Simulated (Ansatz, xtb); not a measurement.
**Two isomers of C6H11O+**

Structure X: `CO/C=C\[C+](C)C`, a singlet. Structure Y: `CC(C)(C)CC#[O+]`, a singlet. Both are isolated ions in the gas phase, relaxed with B3LYP/def2-SVP; the shapes shown needn't be the lowest conformers.

X (Å):

```yaml
atoms:
  - { symbol: C, position_ang: [3.3733, -0.4629, -0.4302] }
  - { symbol: C, position_ang: [1.0357, -0.0815, -0.7429] }
  - { symbol: C, position_ang: [-0.3270, -0.2474, -0.4698] }
  - { symbol: C, position_ang: [-0.8908, -1.0504, 0.5177] }
  - { symbol: C, position_ang: [-2.3687, -1.0976, 0.6534] }
  - { symbol: C, position_ang: [-0.0896, -1.8797, 1.4633] }
  - { symbol: O, position_ang: [1.9761, -0.6726, -0.0948] }
  - { symbol: H, position_ang: [3.8713, -0.1076, 0.4808] }
  - { symbol: H, position_ang: [3.7832, -1.4361, -0.7302] }
  - { symbol: H, position_ang: [3.4659, 0.2718, -1.2425] }
  - { symbol: H, position_ang: [1.3360, 0.5933, -1.5599] }
  - { symbol: H, position_ang: [-0.9926, 0.3276, -1.1174] }
  - { symbol: H, position_ang: [-2.6500, -0.7922, 1.6787] }
  - { symbol: H, position_ang: [-2.9022, -0.4743, -0.0748] }
  - { symbol: H, position_ang: [-2.7104, -2.1459, 0.5660] }
  - { symbol: H, position_ang: [-0.7279, -2.4260, 2.1689] }
  - { symbol: H, position_ang: [0.6206, -1.2511, 2.0269] }
  - { symbol: H, position_ang: [0.5360, -2.6007, 0.9093] }
```

Y (Å):

```xyz
18

C    -0.3517   -0.3361   -1.7054
C    -1.0424   -0.9116   -0.4611
C    -1.7299   -2.2496   -0.7773
C    -2.0325    0.0888    0.1516
C     0.0752   -1.2748    0.6338
C     0.8265   -0.1416    1.0519
O     1.3923    0.7817    1.3504
H     0.3790   -1.0395   -2.1348
H    -1.1065   -0.1334   -2.4798
H     0.1580    0.6212   -1.5010
H    -2.2100   -2.6870    0.1117
H    -1.0267   -2.9857   -1.1968
H    -2.5154   -2.0734   -1.5279
H    -2.5132   -0.3090    1.0592
H    -1.5594    1.0550    0.3974
H    -2.8302    0.3031   -0.5753
H     0.8093   -2.0042    0.2383
H    -0.3777   -1.7017    1.5503
```

Energies in hartree; the thermal terms are from GFN2-xTB frequencies at re-optimised GFN2-xTB minima (ideal gas, soft modes damped towards free rotors, one conformer each, 298.15 K, 1 atm) and include the zero-point energy:

|  | X | Y |
| --- | --- | --- |
| E, CCSD(T)/def2-SVP | −309.088597 | −309.103496 |
| E, MP2/def2-SVP | −308.977895 | −309.001064 |
| E, MP2/def2-TZVPP | −309.546425 | −309.568137 |
| zero-point energy | 0.153054 | 0.154484 |
| H(298 K) − E | 0.163148 | 0.164265 |
| G(298 K) − E | 0.119407 | 0.121873 |

**Question.** Correct the CCSD(T) difference for the basis set by the MP2 change, then work out ΔE, ΔE₀, ΔH and ΔG for X → Y in kcal/mol (1 Eh = 627.51 kcal/mol) and the equilibrium ratio [Y]/[X].

**Answer.** 1. Differences Y − X: CCSD(T) −0.014899, MP2 in the small set −0.023169, MP2 in the large set −0.021712 Eh.
2. ΔE = −0.014899 + (−0.021712 − (−0.023169)) = −0.013442 Eh = −8.43 kcal/mol.
3. ΔE₀ = ΔE + ΔZPE = −0.013442 + (+0.001430) Eh = −7.54 kcal/mol.
4. ΔH = ΔE + (+0.001117) Eh = −7.73 kcal/mol.
5. ΔG = ΔE + (+0.002466) Eh = −6.89 kcal/mol, so ΔS = (ΔH − ΔG)/T = −11.9 J/(mol K).
6. kT = 0.9442 mEh, so K = [Y]/[X] = exp(−ΔG/kT) = exp(+11.62) ≈ 1.1 × 10^5.

Structure Y is favoured at this temperature. An error of 1 kcal/mol in ΔG would change K by a factor of 5.4. GFN2-xTB, HF/STO-3G, r2SCAN-D4/def2-SVP, B3LYP/def2-SVP, HF/def2-SVP gave ΔE the other sign. Mirror images and further conformers aren't counted.

As drawn, Y has 2 C–C, 1 C≡O in place of 2 C–O, 1 C=C.

Other levels gave ΔE = +7.2 (GFN2-xTB); +4.1 (HF/STO-3G, GFN2-xTB geometries); +2.0 (r2SCAN-D4/def2-SVP, GFN2-xTB geometries); +5.6 (B3LYP/def2-SVP); +3.2 (HF/def2-SVP); −14.5 (MP2/def2-SVP); −9.3 (CCSD(T)/def2-SVP) kcal/mol. The correlated steps freeze 7 core orbitals. Programs: Ansatz 0.2.0, xtb 6.7.1.
